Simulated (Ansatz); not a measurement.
Consider the substitution at a C–Si bond: `[SiH3][SiH2]CC=S` + CH₃OH → `COCC=S` + `[SiH3][SiH3]`.

Gas-phase electronic energies from Ansatz, PBE0-D4/def2-TZVP geometries. CCSD(T)/CBS is the MP2 limit (def2-TZVPP, def2-QZVPP) plus CCSD(T) − MP2 in def2-TZVPP, frozen cores. This one scheme is used for every species. DFT in def2-TZVPP. B3LYP here is the variant with VWN-RPA as its local correlation; programs differ in this. One conformer a species, not always the lowest.

**Question.** Is it downhill or uphill in electronic energy at CCSD(T)/CBS, and by how much? (Best estimate.)

**Answer.** Ansatz gave: Uphill: ΔE = +81.3 kJ/mol.

**Question.** What do these levels give: PBE-D4, ωB97X-V, B2PLYP, PBE, r2SCAN, B3LYP, HF/def2-TZVPP, SCS-MP2/def2-TZVPP, HF/def2-QZVPP, MP2/def2-QZVPP, SCS-MP2/def2-QZVPP, CCSD/CBS(def2)? (An estimate is asked.)

**Answer.** Computed: PBE-D4 81.8, ωB97X-V 71.8, B2PLYP 73.6, PBE 75.9, r2SCAN 78.6, B3LYP 68.0, HF/def2-TZVPP 58.5, SCS-MP2/def2-TZVPP 76.5, HF/def2-QZVPP 58.8, MP2/def2-QZVPP 89.6, SCS-MP2/def2-QZVPP 80.1, CCSD/CBS(def2) 78.9 kJ/mol.

Largest T1 diagnostic among the species: 0.016.

In def2-TZVPP, CCSD(T) changes the Hartree–Fock value by +16.5 kJ/mol (the triples alone add +2.3 kJ/mol) and MP2 by +27.4 kJ/mol. The D4 term adds +9.8 kJ/mol with B3LYP and +5.5 kJ/mol with PBE0; it sums over pairs of atoms, weighted by their polarisabilities, and B3LYP, whose exchange is more repulsive, gets the larger term.
